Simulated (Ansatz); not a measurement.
A structure relaxed at r2SCAN-D4/def2-SVP in Ansatz, charge 0, singlet:

```xyz
32

F     2.7306    7.1614    4.0977
C     1.5256    7.1826    3.5027
F     0.6173    7.5362    4.4236
F     1.5700    8.1515    2.5724
C     1.1733    5.8589    2.9115
C     0.0959    5.0585    3.2211
N     0.0085    3.8941    2.5301
C     1.0040    3.7673    1.6812
C     1.1854    2.6391    0.8072
C     2.1808    2.3769   -0.1275
N     2.0762    1.2159   -0.8045
C     1.0087    0.5381   -0.4240
C     0.6577   -0.7396   -0.9866
C     1.3589   -1.4272   -1.9742
N     0.8447   -2.6151   -2.3508
C    -0.2575   -2.8980   -1.6897
C    -1.0140   -4.1087   -1.8964
C    -0.7113   -5.1254   -2.7951
N    -1.5749   -6.1708   -2.8117
C    -2.5359   -5.9955   -1.9518
C    -3.6607   -6.9720   -1.7238
F    -3.5316   -8.0389   -2.5014
F    -3.6887   -7.3760   -0.4417
F    -4.8498   -6.3980   -1.9772
S    -2.4648   -4.5120   -1.0337
S    -0.7321   -1.6708   -0.5220
S     0.0515    1.3230    0.8196
S     2.1376    5.1150    1.6850
H    -0.6572    5.3165    3.9687
H     3.0176    3.0518   -0.3314
H     2.2748   -1.0387   -2.4242
H     0.1591   -5.1002   -3.4531
```

Problem. Give its formula, name or SMILES and point group.

Solution. `FC(F)(F)c1cnc(-c2cnc(-c3cnc(-c4cnc(C(F)(F)F)s4)s3)s2)s1`. Point group Cs (tolerance 0.1 Å).

Problem. Summarise the bond lengths by kind (pairs closer than 1.2 times the sum of covalent radii, bridged metal pairs left out).

Solution. 9 × C–C 1.38 to 1.51 Å; 8 × C–S 1.73 to 1.76 Å; 8 × C–N 1.30 to 1.36 Å; 6 × C–F 1.33 to 1.34 Å; 4 × C–H 1.09 Å.

Single mean-field runs in def2-SVP are fitted with def2-universal-jkfit.
